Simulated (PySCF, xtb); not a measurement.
CaF₂, SMILES [F][Ca][F].

GFN2-xTB in xtb at its own geometry gives an orbital gap of 2.42 eV and a dipole moment of 6.05 D.

Coordinates come from a PBE0-D3(BJ)/def2-TZVP optimisation. The isomer is the one that the SMILES or the coordinates give; other isomers of the formula were not compared.

What does B3LYP/def2-TZVPD (PySCF) give? (Estimate from the structure and the level; the computed values follow.)

gap 6.64 eV (levels -8.71 and -2.07 eV), dipole 4.23 D.
